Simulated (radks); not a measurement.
Values are calculated unless marked as measured or tabulated.
Q: Species: Ar+. Configuration: [Ne] 3s2 3p5. Level of theory: non-relativistic Kohn-Sham, LB94 model potential, spin-unpolarised, spherical densities, point nucleus (a radial shooting solver on a logarithmic mesh with Libxc functionals). Some entries of the table are withheld. Estimate them.

orbital,occ.,eigenvalue (eV),r(max) (bohr),<r^2> (bohr^2)
1s,2,-3173.444,0.05655,0.009901
2s,2,-325.8497,(1),0.2039
2p,6,-261.2809,(2),(3)
3s,2,-42.1881,1.162,2.195
3p,5,-28.1171,1.257,(4)

A: 
(1) 2s r(max) (bohr): 0.3413
(2) 2p r(max) (bohr): 0.2808
(3) 2p <r^2> (bohr^2): 0.1740
(4) 3p <r^2> (bohr^2): 2.862
